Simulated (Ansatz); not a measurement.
Reactions of C$_{2}$H$_{3}$FO, SMILES `C=C(O)F`.

Gas-phase electronic energies from Ansatz, PBE0-D4/def2-TZVP geometries. CCSD(T)/CBS adds triple-zeta CCSD(T) − MP2 to the extrapolated MP2 energy (def2 sets, frozen cores). This one scheme is used for every species. One conformer a species, not always the lowest.

(1) Order these by ΔE at CCSD(T)/CBS, lowest first. (Best estimate.)
A. `C=C(O)F` + H₂S → `C=C(O)S` + H–F
B. `C=C(O)F` + CH₃NH₂ → `C=C(O)NC` + H–F
C. `C=C(O)F` + `O[SiH3]` → `C=C(F)O[SiH3]` + H₂O

Largest T1 diagnostic: 0.012, for `C=C(O)S`.

Answers

(1) B (-50.2 kJ/mol), A (-21.6 kJ/mol), C (-3.4 kJ/mol).
